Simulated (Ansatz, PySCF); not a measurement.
Energy difference R1 + R2 → P1, each structure at its B3LYP-D3(BJ)/def2-SVP stationary point, reached from a drawn start (curvature not checked).
R1: Cl5Nb (SMILES [Cl][Nb]([Cl])([Cl])([Cl])[Cl]), charge 0, multiplicity 1.
P1, Cl5H3NNb (SMILES [NH3+][Nb-]([Cl])([Cl])([Cl])([Cl])[Cl]) (charge 0, multiplicity 1):
```xyz
10

Nb     0.0000     0.0027     0.9573
Cl     0.0000    -0.0046     3.2432
Cl     2.3265     0.0096     0.6191
Cl     0.0000     2.3343     0.6331
Cl    -2.3265     0.0096     0.6191
Cl     0.0000    -2.3196     0.6089
N      0.0000    -0.0109    -1.3989
H      0.0000     0.9479    -1.7552
H      0.8294    -0.4846    -1.7633
H     -0.8294    -0.4846    -1.7633
```
R2: NH3 (SMILES N), charge 0, multiplicity 1.

P less R. No zero-point or thermal terms; no spin–orbit coupling.

Cores are frozen in the correlated methods.

Codes used: Ansatz (a first-principles code); PySCF for the D3/D4 terms. All values are computed, each at the level named. Elements past Kr take the def2 small-core potentials, without spin–orbit coupling.

Task: Give the reaction energy at the level MP2/def2-SVP.

Result: -33.4 kcal/mol

Task: Predict the reaction energy from PBE0-D4/def2-TZVPP.

Result: -28.2 kcal/mol

Task: Give the reaction energy at the level CCSD(T)/def2-TZVPP.

Result: -28.0 kcal/mol
